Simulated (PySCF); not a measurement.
Isomers C6H14P2:

A. SMILES CCP1CCPCC1
B. SMILES CC(C)=PCP(C)C
C. SMILES CP1CCP(C)CC1

Spectrum 1. ¹H NMR (500 MHz, computed): δ 1.68 (m, 8H), 1.01 (m, 6H). ¹³C{¹H} NMR (computed): δ 32.2 (CH2), 17.5 (CH3).

Spectrum 2. ¹H NMR (500 MHz, computed): δ 2.75 (m, 3H), 2.46 (m, 3H), 1.94 (m, 2H), 1.11 (m, 6H). ¹³C{¹H} NMR (computed): δ 218.7 (C), 38.2 (CH2), 34.0 (CH3), 28.5 (CH3), 21.4 (CH3).

Spectrum 3. ¹H NMR (500 MHz, computed): δ 3.57 (m, 1H), 2.03 (m, 4H), 1.68 (m, 4H), 1.38 (m, 2H), 1.13 (m, 3H). ¹³C{¹H} NMR (computed): δ 31.1 (CH2), 30.7 (CH2), 21.4 (CH2), 12.1 (CH3).

Computational details: shielding tensors at PBE0/pcSseg-1 (GIAO), GFN2-xTB structure, in PySCF 2.14.0 with density-fitted response routines (one computed conformer, equivalent nuclei averaged, non-relativistic Hamiltonian, no solvent model).

References, each an isolated molecule treated in the same way: ¹H (σref 31.72) and ¹³C (σref 186.93) vs TMS. Splittings of carbon signals by F and P are missing where no couplings were computed. Where no couplings were computed, multiplicities follow the n + 1 count of equivalent neighbours, and m marks all less simple cases (inequivalent or close neighbours, rings, F or P nearby). Shifts are as computed. Against solution values, carbons near 30 ppm lie about +3 ppm off and those near 130 ppm about +5 ppm. Of 1211 compounds with measured shifts, 218 miss one by over three times the rms of a fit or turn the order of signals round; such compounds aren't used in these exercises.

Which spectrum belongs to which compound?

Answers

1–C, 2–B, 3–A.

- Spectrum 1 (C): 2 ¹³C signals; δC 32.2 is an sp3 CH2 bonded to P; δC 17.5 is a methyl carbon bonded to P.
- Spectrum 2 (B): 5 ¹³C signals; δC 34.0 is a methyl carbon; δC 28.5 is a methyl carbon.
- Spectrum 3 (A): 4 ¹³C signals; δC 12.1 is a methyl carbon; δC 31.1 is an sp3 CH2 bonded to P.
